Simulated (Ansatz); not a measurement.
**Two structures, one formula**

Two relaxed structures of AlBH4O2, closed shell (PBE0-D4/def2-TZVP; forces vanish, vibrations not checked).

A:

| atom | x (Å) | y (Å) | z (Å) |
| --- | --- | --- | --- |
| B1 | -0.5906 | -1.4107 | 0.6806 |
| O2 | 0.3956 | -0.6438 | 1.1626 |
| Al3 | 0.5561 | -0.4700 | -0.6587 |
| O4 | -0.0124 | 1.4672 | -0.5180 |
| H5 | -0.8728 | 1.6678 | -0.9033 |
| H6 | -0.1094 | 1.5611 | 0.4426 |
| H7 | 1.9411 | -0.3071 | -1.4041 |
| H8 | -1.3861 | -2.0637 | 1.2998 |

B:

B1  (-0.402, 1.769, -0.086)
O2  (0.051, 0.517, -0.147)
Al3  (0.646, -1.055, -0.250)
O4  (-0.110, -2.310, 0.581)
H5  (-1.219, 2.146, -0.887)
H6  (0.007, 2.508, 0.773)
H7  (1.911, -1.356, -1.117)
H8  (-0.884, -2.220, 1.133)
(Å)

Ansatz 0.2.0; basis: def2-TZVPP; cores frozen in the correlated methods. B3LYP uses VWN-RPA correlation.

(1) Which structure is lower at CCSD(T), and by how much? (To be estimated.)

T1 diagnostic: at most 0.016.

Answers

(1) The calculation gives: B, by 276.9 kJ/mol (electronic energy, against the other). By their contacts, A is AlBH₄O₂ ([OH2][AlH]1[BH][O]1) and B is AlBH₄O₂ ([BH2][O][AlH][OH]).

All methods give the same order:

```tsv
method	E(B) − E(A) (kJ/mol)
PBE-D4	-246.1
r2SCAN-D4	-268.1
PBE0-D4	-262.1
B3LYP-D4	-286.1
wB97M-V	-275.7
HF	-334.2
MP2	-286.5
CCSD	-287.4
CCSD(T)	-276.9
```

Labels in which every atom is bracketed show which atoms are joined, not bond orders.

For scale, one of the runs: CCSD(T)/def2-TZVPP, 191 basis functions, launched by `ansatz run in.yaml --threads 2 --pin off --events-out ev --progress --plain --max-ram 4352MiB`. The run took 47 s on 2 CPU threads of an Arm Neoverse V2 (shared host), with 2.1 GiB of host memory at its peak.
